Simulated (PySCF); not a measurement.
C2H5NOSi. Atoms are numbered in the order given.

```xyz
10

C      2.3956    -0.7499     0.5464
C      1.2234    -0.4500     0.4093
Si    -0.5504     0.0157     0.2202
N     -1.0309    -0.7002    -1.2695
O     -0.7612     1.6672     0.2230
H      3.4301    -1.0138     0.6715
H     -1.3145    -0.4142     1.4143
H     -0.4429    -1.3874    -1.7281
H     -2.0033    -0.7785    -1.5478
H     -0.3715     2.1367    -0.5252
```
Charge 0, spin multiplicity 1.

Geometry: B3LYP-D3(BJ)/def2-SVP. The structure was generated by enumeration; whether it is a known compound was not checked. The values are those of a single conformer.

The numbers are results of PBE/pcSseg-1 in PySCF, not measurements.

GIAO shieldings, no solvent; atoms listed in one row are averaged. δ = σ(ref) − σ: ¹³C against TMS (σ = 182.0 ppm); ²⁹Si against TMS (σ = 335.4 ppm); ¹⁵N against NH3 (σ = 267.0 ppm); ¹⁷O against H2O (σ = 334.3 ppm); ¹H against TMS (σ = 31.49 ppm), references at their B3LYP-D3(BJ)/def2-TZVP geometries, non-relativistic.

```csv
nucleus,atoms,count,δ (ppm)
¹³C,C1,1,95.6
¹³C,C2,1,89.6
²⁹Si,Si3,1,-49.7
¹⁵N,N4,1,43.0
¹⁷O,O5,1,78.2
¹H,H7,1,5.23
¹H,H6,1,2.23
¹H,H10,1,1.82
¹H,H8,1,1.44
¹H,H9,1,1.15
```
